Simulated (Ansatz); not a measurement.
In5As4H16⁻, a cluster cut from zinc blende InAs (hydrogen-capped), 25 atoms. Hardware: 2 threads of AMD EPYC 7R13 on a shared host and a share (18 GiB) of an NVIDIA H100 80GB HBM3.

In the def2 sets In takes a core potential; there is no spin–orbit coupling. Correlated methods freeze 56 core orbitals; core or outer-core shells of In, As are correlated, in sets that lack core-valence functions. Single mean-field runs in def2-TZVP are fitted with def2-universal-jkfit.

Question: How many basis functions does each of these Ansatz runs have, and roughly what does it cost? PBE-D4/def2-TZVP, charge -1 triplet at the geometry of the charge -1 singlet, energy, from earlier orbitals; PBE-D4/def2-TZVP, charge -1 singlet, energy and forces, from earlier orbitals; PBE0-D4/def2-SVP, charge -1 singlet, energy, from earlier orbitals; PBE0-D4/def2-TZVP, charge -1 triplet at the geometry of the charge -1 singlet, energy; HF/def2-TZVP, charge -1 singlet, energy, from earlier orbitals; LDA (SPW92)/def2-TZVP, charge 0 doublet at the geometry of the charge -1 singlet, energy, from earlier orbitals; RPA@PBE/def2-TZVP, charge -1 singlet, energy, from earlier orbitals; PBE0-D4/def2-TZVP, charge 0 doublet at the geometry of the charge -1 singlet, energy; PBE-D4/def2-SVP, charge -1 singlet, energy, from earlier orbitals; MP2/def2-TZVP, charge -1 singlet, energy, from earlier orbitals; PBE-D4/def2-SVP, charge -1 singlet, relaxation, 20 steps; HF/STO-3G, charge -1 singlet, energy.

Answer: Other jobs shared the machine, so times can vary by a factor of up to 3. A dash marks memory too small to be measured apart from the calling script's.

```tsv
run	functions	fitting or Cholesky vectors	wall time	peak host memory (GiB)
PBE-D4/def2-SVP, charge -1 singlet, energy, from earlier orbitals	338	3960	2.5 s	1.1
HF/STO-3G, charge -1 singlet, energy	223	2809	2.8 s	–
HF/def2-TZVP, charge -1 singlet, energy, from earlier orbitals	538	2442	3.2 s	–
PBE-D4/def2-TZVP, charge -1 singlet, energy and forces, from earlier orbitals	538	2442	4.7 s	1.1
PBE0-D4/def2-SVP, charge -1 singlet, energy, from earlier orbitals	338	3775	5 s	1.1
MP2/def2-TZVP, charge -1 singlet, energy, from earlier orbitals	538	4525	7.5 s	1.3
RPA@PBE/def2-TZVP, charge -1 singlet, energy, from earlier orbitals	538	4525	10 s	3.9
LDA (SPW92)/def2-TZVP, charge 0 doublet at the geometry of the charge -1 singlet, energy, from earlier orbitals	538	2442	12 s	1.1
PBE-D4/def2-TZVP, charge -1 triplet at the geometry of the charge -1 singlet, energy, from earlier orbitals	538	2442	18 s	1.2
PBE0-D4/def2-TZVP, charge -1 triplet at the geometry of the charge -1 singlet, energy	538	2442	22 s	1.2
PBE0-D4/def2-TZVP, charge 0 doublet at the geometry of the charge -1 singlet, energy	538	2442	28 s	1.2
PBE-D4/def2-SVP, charge -1 singlet, relaxation, 20 steps	338	3960	54 s	1.1
```
